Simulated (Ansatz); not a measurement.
CN (SMILES [C]#N), doublet, geometry from GFN2-xTB. Base run: B3LYP/6-31G (Ansatz, an electronic-structure program).

Geometry (Å):
```xyz
2

C      0.0000     0.0000    -0.6115
N      0.0000     0.0000     0.5242
```
Charge 0, spin multiplicity 2.
Orbitals are unrestricted.
All else is at Ansatz's defaults.

Each row names what was changed in the base input (with any setting that the change needs).

```tsv
change	E (Eh)	SCF-reference <S^2>
base	-92.67402	0.758
functional = hse06	-92.55624	0.763
functional = PBE0-DH	-92.53752	0.792
functional = B2PLYP	-92.56626	0.794
functional = revpbe	-92.66245	0.755
functional = pbe0; dispersion = d4	-92.56103	0.763
functional = wB97X-V	-92.63626	0.760
functional = wB97M-V	-92.64271	0.760
functional = wB97X	-92.64046	0.765
functional = pbe	-92.57046	0.754
functional = b3lyp5	-92.62601	0.758
functional = b3lyp; dispersion = d4	-92.67476	0.758
functional = SVWN5	-91.87224	0.754
```

Absolute energies of different levels of theory aren't comparable as measures of quality.
